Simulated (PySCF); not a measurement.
Spinor energies of N⁺ (nitrogen, charge +1)

Start: [He] 2s2 2p2; 2p1/2 filled at m_j = -1/2, +1/2. Calculated with PySCF 2.14 in an uncontracted even-tempered set (19 s from 0.06 bohr⁻², ratio 2.4; 12 p from 0.077 bohr⁻², ratio 2.4; 6 d from 0.81 bohr⁻², ratio 2.6; 5 f from 1.2 bohr⁻², ratio 2.6): generalised Hartree-Fock with the X2C-1e Hamiltonian and a Gaussian nucleus; one run each with spin-orbit coupling (SO) switched off, then screened by Boettger's factors.

```tsv
spinor shell	electrons	ε, spin-free (eV)	ε, screened SO (eV)	weight of nominal j (screened SO)	rms radius, screened SO (bohr)
1s1/2	2	-443.31	-443.31	1.000	0.265
2s1/2	2	-39.838	-39.837	1.000	1.37
2p1/2	2	-30.296	-30.299	0.502	1.38
```

| quantity | spin-free | screened SO |
| --- | --- | --- |
| E (hartree) | -53.92042 | -53.92068 |
| M_J | 0 | 0 |
| ⟨J²⟩ | 2.006 | 1.995 |
| ⟨L²⟩ | 2.002 | 2.002 |
| ⟨S²⟩ | 2.004 | 2.004 |

The determinant has a definite M_J but mixes levels of different J.

Each row is a mean over spinors that exchange with the open shell spreads, by up to 8.615 eV (2s1/2).

Rows whose weight is well below 1 are mixtures of j = l ± 1/2: exchange outweighs spin-orbit coupling there, and the label is only the starting occupation.

Without spin-orbit coupling the j labels of p, d and f shells carry no meaning; the spin-free column gives the mean over the occupied spinors of each nl shell.
